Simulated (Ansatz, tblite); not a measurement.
Spin states of InP₂⁻, each relaxed with r2SCAN-D4/def2-TZVPD in Ansatz. Electronic energies in the gas phase.

In the def2 sets In takes a core potential; there is no spin–orbit coupling. The xTB rows come from tblite. HSE06 is defined as in plane-wave codes, on full-range PBE exchange. Correlated methods freeze 14 core orbitals; core or outer-core shells of In are correlated, in sets that lack core-valence functions. The structure comes from a short search, and lower isomers may exist.

Singlet geometry (C2v within 0.1 Å):

```xyz
3

In    0.309    0.160    1.596
P    -0.811    0.701   -0.749
P     0.502   -0.861   -0.847
```

Triplet geometry (C2v within 0.1 Å):

Cartesian coordinates in Å:
```
In 0.957 -0.271 1.301
P -0.311 -0.837 -0.977
P -0.646 1.108 -0.325
```

Quintet geometry (C2v within 0.1 Å):

```tsv
atom	x (Å)	y (Å)	z (Å)
In1	0.786	0.985	0.986
P2	0.533	-0.901	-0.824
P3	-1.319	-0.084	-0.163
```

⟨S²⟩: triplet 2.02 at PBE0-D4/def2-TZVPD (pure 2.00), quintet 6.02 at PBE0-D4/def2-TZVPD (pure 6.00).

Run but left out: HF/STO-3G (singlet: restricted singlet, unstable in another Hartree–Fock run and untested here); HF/def2-TZVPD, HF/def2-TZVPPD, PBE-QIDH/def2-TZVPD (singlet: restricted singlet, unstable towards broken spin symmetry).

Only these spin states were relaxed.

```csv
level,triplet − singlet (kcal/mol),quintet − singlet (kcal/mol),lowest of these,remarks
GFN1-xTB,17.5,109.1,singlet,–
GFN2-xTB,12.0,102.7,singlet,–
PBE-D4/def2-TZVPD,10.3,61.6,singlet,"HOMO above zero (quintet), HOMO above zero (singlet), HOMO above zero (triplet)"
revPBE-D4/def2-TZVPD,9.6,60.0,singlet,"HOMO above zero (quintet), HOMO above zero (singlet), HOMO above zero (triplet)"
BLYP-D4/def2-TZVPD,11.0,65.2,singlet,"HOMO above zero (quintet), HOMO above zero (singlet), HOMO above zero (triplet)"
r2SCAN-D4/def2-TZVPD,7.7,57.0,singlet,"HOMO above zero (quintet), HOMO above zero (singlet), HOMO above zero (triplet)"
PBE0-D4/def2-TZVPD,8.8,57.8,singlet,"HOMO above zero (quintet), HOMO above zero (triplet)"
HSE06-D4/def2-TZVPD,8.9,57.8,singlet,"HOMO above zero (quintet), HOMO above zero (singlet), HOMO above zero (triplet)"
RPA@PBE/def2-TZVPD,12.4,62.4,singlet,–
MP2/def2-TZVPD,15.1,65.8,singlet,restricted SCF unstable (singlet)
CCSD/def2-TZVPPD,10.9,58.6,singlet,"large T1 (0.021) (singlet), restricted SCF unstable (singlet)"
CCSD(T)/def2-TZVPPD,12.7,62.0,singlet,"large T1 (0.021) (singlet), restricted SCF unstable (singlet)"
```

Change of the quintet − singlet gap on mixing in exact exchange, in kcal/mol: PBE to PBE0 (25 % exact exchange) -3.9.

The xTB methods have no term that favours high spin, so they put low spin too low.
